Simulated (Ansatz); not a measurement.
Isolated molecules relaxed with PBE0-D4/def2-TZVP in Ansatz; ΔE leaves out vibrations. CCSD(T)/CBS is the MP2 limit (def2-TZVPP, def2-QZVPP) plus CCSD(T) − MP2 in def2-TZVPP, frozen cores. This one scheme is used for every species, atoms too. Open shells (•) are unrestricted, without spin–orbit coupling. Spin–orbit coupling would lower the free atoms: a little for B, C, Cl. Each species was taken in one conformer, which may not be the lowest.

Consider the atomization: `C=CB(Cl)Cl` → B• + 2 C• + 2 Cl• + 3 H•.

```json
{"species": "`C=CB(Cl)Cl`", "CCSD(T)/def2-SVP energy (Eh)": "-1021.55683"}
{"species": "B•", "CCSD(T)/def2-SVP energy (Eh)": "-24.55830"}
{"species": "C•", "CCSD(T)/def2-SVP energy (Eh)": "-37.71541"}
{"species": "Cl•", "CCSD(T)/def2-SVP energy (Eh)": "-459.44599"}
{"species": "H•", "CCSD(T)/def2-SVP energy (Eh)": "-0.49928"}
```

**Question.** Work out ΔE.

**Answer.** ΔE = 3 × (-0.49928) + 2 × (-37.71541) + 2 × (-459.44599) + (-24.55830) − (-1021.55683) = 1.17789 Eh = +3092.5 kJ/mol. CCSD(T)/CBS gives +3209.7 kJ/mol.

Largest T1 diagnostic among the species: 0.014.

Leaving LDA and LC-ωPBE aside and taking each functional with its dispersion term where it has one, the values, not all of them listed here, spread over 193.9 kJ/mol, from BHLYP-D4 to PBE-D4. LDA lies +395.1 kJ/mol from PBE without D4, its usual overbinding. From PBE to PBE0 (25 % exact exchange), in def2-TZVPP and without D4, ΔE moves by −53.2 kJ/mol: exact exchange takes away binding that semilocal exchange gives to molecules. The D4 term adds +32.6 kJ/mol with B3LYP and +16.9 kJ/mol with PBE0; it sums over pairs of atoms, weighted by their polarisabilities, and B3LYP, whose exchange is more repulsive, gets the larger term.

B3LYP here is the variant with VWN-RPA as its local correlation; programs differ in this.

For atomizations the MP2-based limit and the directly extrapolated one differ by several kJ/mol either way, and by 10 to 25 for some Ge, Se and Sn compounds, so smaller differences from it don't rank the levels.
